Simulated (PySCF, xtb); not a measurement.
C₂H₆STe, SMILES S[Te]CC. The values are those of a single conformer.

Harmonic wavenumbers (cm⁻¹) from xtb with GFN2-xTB at its own minimum, in rising order: 61, 126, 204, 243, 261, 366, 505, 731, 736, 970, 1009, 1079, 1221, 1235, 1414, 1456, 1492, 1498, 2413, 2994, 3008, 3014, 3027, 3030.

Question: What does PBE-D3(BJ)/def2-SVP (PySCF) give at its own minimum? (Estimate from the structure and the level; the computed values follow.)

Answer: 66, 128, 242, 266, 301, 339, 467, 693, 729, 924, 945, 1042, 1158, 1198, 1336, 1388, 1407, 1426, 2578, 2960, 2992, 3044, 3058, 3076. Paired by order, the mean absolute difference is 45 cm⁻¹ and the zero-point energies are 45.9 and 45.4 kcal/mol.
